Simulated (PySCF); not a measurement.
Na2, singlet, at a GFN2-xTB geometry (such geometries of metal compounds can be far from the true shape). Base run: M062X/cc-pVTZ (PySCF).

PySCF was given this input:
```python
from pyscf import gto, scf, dft

mol = gto.M(
    atom='''
Na   -0.000000   -0.000000   -1.366341
Na    0.000000    0.000000    1.366341
''',
    basis='cc-pvtz',
    charge=0,
    spin=0,
    verbose=4,
)

mf = dft.RKS(mol)
mf.xc = 'm062x'
mf.kernel()
```

The base run was repeated with changes; each row names its change, and settings that it needs were set with it.

```csv
change,ΔE vs base (mEh),fitting functions
base,0.000,-
auxbasis = cc-pvtz-ri,0.148,244
auxbasis = even-tempered beta=3.0,-0.176,278
"exchange = seminumerical (SGX) (with mf = sgx.sgx_fit(mf, auxbasis='def2-universal-jfit'); with mf.with_df.dfj = True)",-0.050,112
only_dfj = on; auxbasis = def2-universal-jfit,-0.053,112
auxbasis = autoaux,-0.001,518
auxbasis = def2-universal-jkfit,-0.018,224
auxbasis = def2-tzvp-ri,-3.644,198
auxbasis = def2-svp-ri,250.9,102
auxbasis = even-tempered beta=2.0,0.000,420
```

A fitting set is made for a task (jfit for Coulomb, jkfit for Coulomb and exchange, ri for correlation) and for a family of orbital bases.
